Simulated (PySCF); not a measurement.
Highest orbital energy against ionisation energy along group 14

Calculated with PySCF 2.14, no spin-orbit coupling. Each cell gives −ε(HOMO) / ΔSCF in eV; NIST values include spin-orbit coupling, (s) semi-empirical, (t) theoretical.

```json
{"species": "C⁺ (aug-cc-pVQZ with one added diffuse shell each of s, p, d, f, g type, non-relativistic)", "UHF": "24.877 / 24.170", "LDA": "17.807 / 24.770", "PBE": "17.954 / 24.853", "PBE0": "19.794 / 24.835", "r2SCAN": "18.651 / 25.005", "NIST (lowest levels)": "24.383"}
{"species": "Si⁺ (aug-cc-pV(Q+d)Z with one added diffuse shell each of s, p, d, f, g type, non-relativistic)", "UHF": "16.220 / 15.845", "LDA": "12.079 / 16.369", "PBE": "12.202 / 16.413", "PBE0": "13.345 / 16.438", "r2SCAN": "12.578 / 16.539", "NIST (lowest levels)": "16.346"}
{"species": "Ge⁺ (aug-cc-pVQZ-PP with one added diffuse shell each of s, p, d, f, g type with ECP10MDF, ECP)", "UHF": "15.578 / 15.255", "LDA": "11.651 / 15.820", "PBE": "11.651 / 15.700", "PBE0": "12.779 / 15.750", "r2SCAN": "12.059 / 15.941", "NIST (lowest levels)": "15.935"}
{"species": "Sn⁺ (aug-cc-pVQZ-PP with one added diffuse shell each of s, p, d, f, g type with ECP28MDF, ECP)", "UHF": "14.046 / 13.755", "LDA": "10.691 / 14.404", "PBE": "10.626 / 14.222", "PBE0": "11.631 / 14.262", "r2SCAN": "10.963 / 14.389", "NIST (lowest levels)": "14.633"}
{"species": "Pb⁺ (aug-cc-pVQZ-PP with one added diffuse shell each of s, p, d, f, g type with ECP60MDF, ECP)", "UHF": "13.479 / 13.210", "LDA": "10.323 / 13.917", "PBE": "10.218 / 13.709", "PBE0": "11.184 / 13.737", "r2SCAN": "10.525 / 13.810", "NIST (lowest levels)": "15.032"}
```

Question: How far is −ε(HOMO) from ΔSCF on average for each method, and why?

Answer: UHF 0.39 eV; LDA -4.55 eV; PBE -4.45 eV; PBE0 -3.26 eV; r2SCAN -4.18 eV. Hartree-Fock orbital energies lack relaxation and so exceed the ΔSCF value; semilocal functionals have convex E(N) from self-interaction, so their HOMO lies far too high; exact exchange moves hybrids part of the way back.
